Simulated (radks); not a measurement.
Task: The table gives one normalised radial function P(r) = r R(r) (large component) of Nd+ in [Xe] 4f2 6s1 6p2 (r in bohr). All-electron calculation, Dirac Kohn-Sham, LDA (Slater exchange, Perdew-Wang correlation), spin-unpolarised, spherical densities, point nucleus; open shells fill j = l - 1/2 first. Program: a radial shooting solver on a logarithmic mesh with Libxc functionals.

r,P
0.002103,0.0000
0.002872,0.0000
0.003893,0.0000
0.005276,0.0000
0.007208,0.0000
0.009769,0.0000
0.01324,0.0001
0.01809,0.0002
0.02451,0.0006
0.03349,0.0017
0.04539,0.0049
0.06151,0.0132
0.08403,0.0343
0.1139,0.0806
0.1543,0.1731
0.2109,0.3383
0.2858,0.5707
0.3904,0.8355
0.5291,1.0201
0.7171,1.0388
0.9796,0.8762
1.328,0.6150
1.814,0.3441
2.458,0.1511
3.332,0.0486
4.551,0.0099
6.168,0.0012
8.36,0.0001
11.42,0.0000

Which n and l does it have? It may be an empty orbital.

Result: n = 4, l = 3: the number of nodes gives n - l - 1 = 0, the rise at small r points to l (for j = l - 1/2 the large component starts as r^gamma with gamma = sqrt(l^2 - (Z/c)^2) = 2.97 and the r^(l+1) term takes over further out; the orbital of l - 1 with the same j starts with the same power, but with a larger coefficient, and does not steepen), and the extent must fit the shell. The curve is that of 4f5/2; the two j differ most near the nucleus, where j = l - 1/2 has the larger amplitude, and in heavy atoms j = l - 1/2 is also the more compact. 4f5/2: eigenvalue -26.838 eV, 0 radial nodes, <r> = 0.905 bohr, 90 % of the charge inside 1.51 bohr.
